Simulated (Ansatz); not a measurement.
Basis-set extrapolation for C₁₂H₁₄O₂ (`CC(C)C(=O)/C=C(\O)c1ccccc1`) (PBE0-D4/def2-TZVP geometry, frozen core, Ansatz 0.2.0). Multiplicity 1, RHF reference.

|  | def2-TZVPP | def2-QZVPP |
| --- | --- | --- |
| HF | -612.531022 | -612.557107 |
| MP2 correlation | -2.405973 | -2.565265 |
| CCSD(T) correlation | -2.582390 | not run |

Energies in hartree. Use E(X) = E(∞) + A·exp(−7.88·√X) for Hartree–Fock and E(X) = E(∞) + B·X^(−2.97) for correlation, with X = 3 and 4, and add CCSD(T) minus MP2 of the smaller set to the MP2 limit.

Q: What is the CCSD(T) energy at the basis-set limit?

A: HF limit: -612.557107 + (-0.026085) × 0.13774 = -612.56070. MP2 limit: -2.565265 + (-0.159292) × 0.74074 = -2.68326. Higher-order term: -2.582390 − (-2.405973) = -0.17642. Total: -615.42038 hartree, 8.35 eV below CCSD(T)/def2-TZVPP.
